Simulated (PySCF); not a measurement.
## TDDFT excited states: C6H8OSi

C6H8OSi.
Numbering: `[cH:1]1[cH:2][o:3][c:4]([SiH:5]2[CH2:6][CH2:7]2)[cH:8]1` (hydrogens: H9 on C1; H10 on C2; H11 on Si5; H12, H13 on C6; H14, H15 on C7; H16 on C8)

Structure used (GFN2-xTB), in Å, numbered top down from 1:
```xyz
16
C6H8OSi angstrom
C      2.7340   -0.6974   -0.0620
C      2.8914    0.6532    0.0068
O      1.7014    1.2680    0.0430
C      0.7435    0.3096   -0.0023
Si    -1.0123    0.9188    0.0297
C     -2.3676   -0.1414   -0.7401
C     -2.3545   -0.1609    0.7951
C      1.3400   -0.9220   -0.0676
H      3.5109   -1.4334   -0.1039
H      3.7664    1.2720    0.0358
H     -1.1370    2.3652    0.0599
H     -2.1257   -1.0760   -1.2254
H     -3.2263    0.3292   -1.1958
H     -2.1059   -1.1075    1.2530
H     -3.2050    0.2990    1.2766
H      0.8392   -1.8674   -0.1142
```

Method used: TDDFT B3LYP/def2-SVPD, vertical, gas phase, core orbitals frozen in the response (PySCF).

Task: Predict the UV-vis stick spectrum at this level.

Result: 

```csv
state,E (eV),E (kJ/mol),λ (nm),f,|μ| (D),"main configurations (H = HOMO, L = LUMO)"
S1,4.99,481,248.6,0.432,4.78,H→L (98%)
S2,5.70,550,217.5,0.0030,0.37,"H→L+1 (86%), H→L+3 (12%)"
S3,5.82,561,213.1,0.010,0.68,"H→L+3 (59%), H→L+2 (21%), H→L+1 (11%)"
S4,5.84,563,212.4,0.016,0.85,"H-1→L (38%), H→L+2 (35%), H→L+3 (22%)"
S5,6.18,596,200.6,0.0055,0.49,H→L+4 (95%)
S6,6.30,608,196.7,0.014,0.78,"H-1→L (50%), H→L+2 (32%)"
S7,6.43,620,192.8,0.017,0.84,"H→L+5 (65%), H-2→L (23%)"
S8,6.57,634,188.6,0.0013,0.23,H→L+6 (79%)
```

Triplets (Tamm–Dancoff): T1 3.60 eV, H→L (87%); T2 4.68 eV, H-1→L (55%), H→L+2 (31%); T3 5.25 eV, H-2→L (42%), H→L+5 (14%), H→L+2 (13%).

The lowest singlet lies at 4.99 eV (249 nm, ultraviolet) and is strong; its leading configuration is HOMO→LUMO (98%). The lowest level is also the most intense of those listed (f = 0.432). Löwdin shares by element: HOMO carbon 44% or more, silicon 14% (atoms not listed hold the other 42%); LUMO carbon 32% or more, oxygen 15%, silicon 14% (atoms not listed hold the other 39%). The listed states span 1.59 eV, and the widest gap between neighbours is 0.71 eV (S1 to S2). Orbital energies (eV): HOMO-3 -8.23, HOMO-2 -8.05, HOMO-1 -7.26, HOMO -6.02, LUMO -0.68, LUMO+1 0.55, LUMO+2 0.65. Weighted by f, the mean energy of these states is 5.14 eV. Singlets were solved by full linear response, triplets in the Tamm–Dancoff approximation.

One conformer stands for the species.
